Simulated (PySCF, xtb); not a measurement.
Al(Cl)(NH2)2 (AlClH₄N₂), SMILES [NH2][Al]([NH2])[Cl].

GFN2-xTB (xtb) at its own geometry gives an orbital gap of 4.23 eV and a dipole moment of 2.43 D.

Geometry: PBE0-D3(BJ)/def2-SVP. The values are those of a single conformer.

Question: What does ωB97X/def2-TZVPD in PySCF give? (An estimate is asked for; the answer gives what the named calculation found.)

Answer: gap 10.79 eV (levels -9.83 and 0.96 eV), dipole 2.51 D.
